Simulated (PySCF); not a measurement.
PySCF input file for C4H4BF, SMILES B1(C=CC=C1)F, PBE-D3(BJ)/def2-SVP. Geometry: PBE-D3(BJ)/def2-SVP. This is a generated structure with no PubChem entry under its InChIKey; it may be hypothetical.

```python
import numpy as np
from pyscf import gto, scf, dft, df
from pyscf.hessian import thermo

mol = gto.M(
    atom='''
    F     0.00000000    0.00000000    2.12733740
    B     0.00000000    0.00000000    0.79583373
    C     0.00000000    1.27648449   -0.14827484
    C     0.00000000    0.75774248   -1.40110928
    C     0.00000000   -0.75774248   -1.40110928
    C     0.00000000   -1.27648450   -0.14827484
    H     0.00000000    2.35134196    0.07798886
    H     0.00000000    1.32972393   -2.34428679
    H     0.00000000   -1.32972393   -2.34428679
    H     0.00000000   -2.35134195    0.07798886
    ''',
    basis='def2-SVP',
    charge=0,
    spin=0,
    max_memory=1600,
    verbose=3,
)
mf = dft.RKS(mol, xc='pbe').density_fit(auxbasis='def2-universal-jkfit')
mf.disp = 'd3bj'
mf.grids.level = 3
mf.conv_tol = 1e-11
mf.max_cycle = 100
mf.kernel()

# [left out here: the lines that compute and print the analytic Hessian (its translational invariance restored by hand, since the grid's response is missing), thermochemistry and intensities]
```

It prints:

```
converged SCF energy = -278.996318396943

WARN: DFTD3 does not support analytical Hessian, using finite difference


WARN: Mole.unit (angstrom) is changed to Bohr

Mode                                 0                   1                   2
Irrep
Freq [cm^-1]                      142.9957            359.7724            376.4574
Reduced mass [au]                   4.6448              5.4270              2.3445
Force const [Dyne/A]                0.0560              0.4139              0.1958
Char temp [K]                     205.7389            517.6323            541.6384
Normal mode                   x     y     z       x     y     z       x     y     z
       0   F                 0.11  0.00 -0.00   -0.00  0.14 -0.00   -0.00  0.00 -0.00
       1   B                -0.11 -0.00 -0.00    0.00 -0.10  0.00    0.00 -0.00 -0.00
       2   C                -0.12  0.00  0.00    0.00 -0.08  0.08   -0.11 -0.00  0.00
       3   C                 0.08  0.00  0.00   -0.00  0.02  0.04    0.11  0.00  0.00
       4   C                 0.08 -0.00  0.00    0.00  0.02 -0.04   -0.11  0.00 -0.00
       5   C                -0.12 -0.00  0.00   -0.00 -0.08 -0.08    0.11 -0.00 -0.00
       6   H                -0.14  0.00  0.00   -0.00 -0.11  0.19    0.04 -0.00  0.00
       7   H                 0.23 -0.00  0.00   -0.00  0.08  0.08    0.43  0.00  0.00
       8   H                 0.23  0.00  0.00    0.00  0.08 -0.08   -0.43  0.00 -0.00
       9   H                -0.14 -0.00  0.00    0.00 -0.11 -0.19   -0.04 -0.00 -0.00
Mode                                 3                   4                   5
Irrep
Freq [cm^-1]                      524.6084            590.0694            676.7285
Reduced mass [au]                   9.0482              1.9353              6.3068
Force const [Dyne/A]                1.4672              0.3970              1.7017
Char temp [K]                     754.7947            848.9785            973.6617
Normal mode                   x     y     z       x     y     z       x     y     z
       0   F                 0.00 -0.00  0.16   -0.03 -0.00 -0.00   -0.00 -0.00  0.00
       1   B                 0.00  0.00  0.10    0.19 -0.00 -0.00    0.00 -0.13  0.00
       2   C                -0.00 -0.05 -0.07   -0.06  0.00  0.00    0.00 -0.04 -0.08
       3   C                 0.00 -0.01 -0.09    0.05  0.00  0.00    0.00  0.10 -0.12
       4   C                 0.00  0.01 -0.09    0.05 -0.00  0.00   -0.00  0.10  0.12
       5   C                -0.00  0.05 -0.07   -0.06 -0.00  0.00   -0.00 -0.04  0.08
       6   H                -0.00 -0.04 -0.13   -0.43  0.00  0.00   -0.00 -0.07  0.10
       7   H                 0.00  0.03 -0.06   -0.22 -0.00  0.00   -0.00  0.03 -0.16
       8   H                -0.00 -0.03 -0.06   -0.22  0.00  0.00    0.00  0.03  0.16
       9   H                -0.00  0.04 -0.13   -0.43 -0.00  0.00    0.00 -0.07 -0.10
Mode                                 6                   7                   8
Irrep
Freq [cm^-1]                      720.1671            744.9194            780.1656
Reduced mass [au]                   1.3742              1.9567              2.9915
Force const [Dyne/A]                0.4199              0.6397              1.0728
Char temp [K]                    1036.1601           1071.7732           1122.4846
Normal mode                   x     y     z       x     y     z       x     y     z
       0   F                -0.00 -0.00 -0.00   -0.03 -0.00  0.00   -0.00  0.00  0.05
       1   B                -0.00 -0.00 -0.00    0.17  0.00 -0.00   -0.00  0.00  0.01
       2   C                -0.04 -0.00 -0.00   -0.09  0.00  0.00    0.00  0.16 -0.04
       3   C                -0.10  0.00 -0.00   -0.03 -0.00  0.00   -0.00 -0.02  0.03
       4   C                 0.10  0.00  0.00   -0.03 -0.00 -0.00    0.00  0.02  0.03
       5   C                 0.04 -0.00  0.00   -0.09 -0.00 -0.00    0.00 -0.16 -0.04
       6   H                 0.58 -0.00  0.00    0.34  0.00 -0.00   -0.00  0.20 -0.24
       7   H                 0.14  0.00 -0.00    0.34 -0.00 -0.00   -0.00 -0.18 -0.07
       8   H                -0.14  0.00  0.00    0.34  0.00 -0.00   -0.00  0.18 -0.07
       9   H                -0.58 -0.00 -0.00    0.34 -0.00 -0.00   -0.00 -0.20 -0.24
Mode                                 9                  10                  11
Irrep
Freq [cm^-1]                      914.1796            966.6047            967.1777
Reduced mass [au]                   3.1665              1.3976              1.2639
Force const [Dyne/A]                1.5592              0.7693              0.6966
Char temp [K]                    1315.3010           1390.7289           1391.5534
Normal mode                   x     y     z       x     y     z       x     y     z
       0   F                 0.00 -0.00 -0.04   -0.00  0.00  0.00   -0.00  0.00  0.00
       1   B                 0.00  0.00  0.02    0.00 -0.00  0.00    0.01 -0.00 -0.00
       2   C                 0.00 -0.08 -0.01   -0.06 -0.00  0.00    0.06  0.00 -0.00
       3   C                -0.00 -0.14  0.05    0.10 -0.00  0.00   -0.07  0.00 -0.00
       4   C                -0.00  0.14  0.05   -0.10  0.00  0.00   -0.07 -0.00 -0.00
       5   C                -0.00  0.08 -0.01    0.06  0.00 -0.00    0.06 -0.00 -0.00
       6   H                -0.00 -0.03 -0.27    0.28  0.00 -0.00   -0.40  0.00  0.00
       7   H                 0.00 -0.23  0.01   -0.51 -0.00 -0.00    0.47  0.00 -0.00
       8   H                 0.00  0.23  0.01    0.52  0.00 -0.00    0.47 -0.00 -0.00
       9   H                -0.00  0.03 -0.27   -0.28  0.00 -0.00   -0.40 -0.00  0.00
Mode                                12                  13                  14
Irrep
Freq [cm^-1]                     1026.6792           1033.0747           1081.3690
Reduced mass [au]                   1.3952              1.0699              2.0859
Force const [Dyne/A]                0.8665              0.6727              1.4371
Char temp [K]                    1477.1628           1486.3644           1555.8492
Normal mode                   x     y     z       x     y     z       x     y     z
       0   F                -0.00 -0.02  0.00   -0.00 -0.00 -0.03   -0.00 -0.01  0.00
       1   B                 0.00  0.15 -0.00    0.00  0.00  0.02    0.00  0.15 -0.00
       2   C                -0.00 -0.02  0.01   -0.00 -0.01  0.01   -0.00 -0.11 -0.02
       3   C                -0.00 -0.02 -0.03   -0.00  0.03  0.02    0.00  0.02 -0.03
       4   C                 0.00 -0.02  0.03    0.00 -0.03  0.02   -0.00  0.02  0.03
       5   C                -0.00 -0.02 -0.01   -0.00  0.01  0.01    0.00 -0.11  0.02
       6   H                -0.00 -0.13  0.55    0.00  0.09 -0.47    0.00 -0.08 -0.17
       7   H                 0.00 -0.13 -0.11   -0.00  0.41  0.25   -0.00  0.38  0.19
       8   H                -0.00 -0.13  0.11    0.00 -0.41  0.25   -0.00  0.38 -0.19
       9   H                -0.00 -0.13 -0.55   -0.00 -0.09 -0.47   -0.00 -0.08  0.17
Mode                                15                  16                  17
Irrep
Freq [cm^-1]                     1268.1458           1287.1550           1391.8313
Reduced mass [au]                   1.6618              1.8975              6.1336
Force const [Dyne/A]                1.5746              1.8522              7.0007
Char temp [K]                    1824.5794           1851.9295           2002.5354
Normal mode                   x     y     z       x     y     z       x     y     z
       0   F                -0.00  0.00  0.00    0.00  0.00 -0.05   -0.00  0.00 -0.09
       1   B                 0.00 -0.07 -0.00   -0.00 -0.00  0.09    0.00 -0.00  0.24
       2   C                 0.00  0.06 -0.08    0.00 -0.03  0.07    0.00  0.04 -0.02
       3   C                 0.00 -0.06  0.01   -0.00  0.10 -0.03    0.00 -0.04 -0.04
       4   C                -0.00 -0.06 -0.01    0.00 -0.10 -0.03   -0.00  0.04 -0.04
       5   C                 0.00  0.06  0.08   -0.00  0.03  0.07    0.00 -0.04 -0.02
       6   H                -0.00 -0.01  0.28    0.00  0.04 -0.26   -0.00  0.02  0.17
       7   H                -0.00  0.36  0.28    0.00 -0.31 -0.28   -0.00  0.11  0.05
       8   H                -0.00  0.36 -0.28   -0.00  0.31 -0.28    0.00 -0.11  0.05
       9   H                 0.00 -0.01 -0.28   -0.00 -0.04 -0.26   -0.00 -0.02  0.17
Mode                                18                  19                  20
Irrep
Freq [cm^-1]                     1560.0615           1599.4947           3097.3899
Reduced mass [au]                   8.6669              5.7968              1.0897
Force const [Dyne/A]               12.4279              8.7379              6.1594
Char temp [K]                    2244.5811           2301.3168           4456.4544
Normal mode                   x     y     z       x     y     z       x     y     z
       0   F                 0.00 -0.00 -0.01    0.00 -0.00  0.00    0.00  0.00 -0.00
       1   B                -0.00  0.00  0.06   -0.00  0.02 -0.00   -0.00 -0.00  0.00
       2   C                -0.00 -0.04 -0.13   -0.00 -0.04 -0.12   -0.00  0.01 -0.00
       3   C                -0.00  0.08  0.11    0.00  0.06  0.14    0.00 -0.03  0.05
       4   C                 0.00 -0.08  0.11   -0.00  0.06 -0.14   -0.00 -0.03 -0.05
       5   C                -0.00  0.04 -0.13    0.00 -0.04  0.12    0.00  0.01  0.00
       6   H                 0.00 -0.09  0.04    0.00 -0.09  0.03    0.00 -0.12 -0.02
       7   H                 0.00 -0.08  0.04    0.00 -0.20  0.01   -0.00  0.34 -0.57
       8   H                -0.00  0.08  0.04    0.00 -0.20 -0.01    0.00  0.34  0.57
       9   H                 0.00  0.09  0.04   -0.00 -0.09 -0.03   -0.00 -0.12  0.02
Mode                                21                  22                  23
Irrep
Freq [cm^-1]                     3109.9793           3158.9678           3159.8860
Reduced mass [au]                   1.0930              1.0987              1.1005
Force const [Dyne/A]                6.2285              6.4598              6.4743
Char temp [K]                    4474.5678           4545.0513           4546.3724
Normal mode                   x     y     z       x     y     z       x     y     z
       0   F                 0.00 -0.00 -0.00   -0.00 -0.00  0.00    0.00  0.00  0.00
       1   B                -0.00  0.00 -0.00    0.00  0.00 -0.00   -0.00 -0.00 -0.00
       2   C                -0.00 -0.01  0.00    0.00 -0.06 -0.02   -0.00 -0.06 -0.01
       3   C                -0.00  0.03 -0.05    0.00 -0.00  0.01    0.00 -0.01  0.01
       4   C                -0.00 -0.03 -0.05   -0.00 -0.00 -0.01    0.00  0.01  0.01
       5   C                -0.00  0.01  0.00    0.00 -0.06  0.02   -0.00  0.06 -0.01
       6   H                -0.00  0.14  0.03   -0.00  0.65  0.14   -0.00  0.64  0.14
       7   H                 0.00 -0.35  0.56   -0.00  0.06 -0.10   -0.00  0.07 -0.12
       8   H                 0.00  0.35  0.56   -0.00  0.06  0.10    0.00 -0.07 -0.12
       9   H                -0.00 -0.14  0.03    0.00  0.65 -0.14   -0.00 -0.64  0.14
temperature 298.1500 [K]
pressure 101325.00 [Pa]
Rotational constants [GHz] 7.47102 3.34768 2.31179
Symmetry number 2
Zero-point energy (ZPE) 0.06957 [Eh]   182657.086 [J/mol]
                           tot       elec      trans        rot        vib
Entropy [J/mol/K]       299.769      0.000    163.687    103.532     32.550
Cv [J/mol/K]             80.043      0.000     12.472     12.472     55.100
Cp [J/mol/K]             88.358      0.000     20.786     12.472     55.100
Internal energy [J/mol]                      3718.434   3718.434 188919.439
Internal energy [Eh]   -278.92153  -278.99632
Enthalpy [J/mol]                             6197.391   3718.434 188919.439
Enthalpy [Eh]          -278.92059
Gibbs free energy [J/mol]                  -42606.027 -27149.576 179214.668
Gibbs free energy [Eh] -278.95463
mode   freq/cm-1   IR/(km/mol)
   1      143.00         0.055
   2      359.77         1.302
   3      376.46         0.000
   4      524.61         0.019
   5      590.07         3.330
   6      676.73         0.076
   7      720.17         0.000
   8      744.92       108.419
   9      780.17         0.056
  10      914.18         0.691
  11      966.60         0.000
  12      967.18         0.184
  13     1026.68        18.642
  14     1033.07         0.367
  15     1081.37        51.860
  16     1268.15         4.808
  17     1287.16         0.979
  18     1391.83       344.797
  19     1560.06        52.396
  20     1599.49         0.987
  21     3097.39        11.106
  22     3109.98        20.893
  23     3158.97         2.834
  24     3159.89         0.156
max |gradient| / (hartree/bohr): 5.093868374276734e-05
APT charges: [-0.5484  0.9588 -0.3616  0.0701  0.07   -0.3616  0.0582  0.0283  0.0283
  0.0582]
```

The run converged.

Cost: very roughly 2.1 core-minutes.
